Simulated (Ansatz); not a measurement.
Basis-set extrapolation for `C=N/C([SiH3])=C\F` (PBE0-D4/def2-TZVP geometry, frozen core, Ansatz 0.2.0). Multiplicity 1, RHF reference.

```csv
,def2-TZVPP,def2-QZVPP
HF,-559.976023,-559.997077
MP2 correlation,-1.045564,-1.123162
CCSD(T) correlation,-1.134054,not run
```

Energies in hartree. Use E(X) = E(∞) + A·exp(−7.88·√X) for Hartree–Fock and E(X) = E(∞) + B·X^(−2.97) for correlation, with X = 3 and 4, and add CCSD(T) minus MP2 of the smaller set to the MP2 limit.

Problem. What is the CCSD(T) energy at the basis-set limit?

Solution. HF limit: -559.997077 + (-0.021054) × 0.13774 = -559.99998. MP2 limit: -1.123162 + (-0.077598) × 0.74074 = -1.18064. Higher-order term: -1.134054 − (-1.045564) = -0.08849. Total: -561.26911 hartree, 417.5 kJ/mol below CCSD(T)/def2-TZVPP.
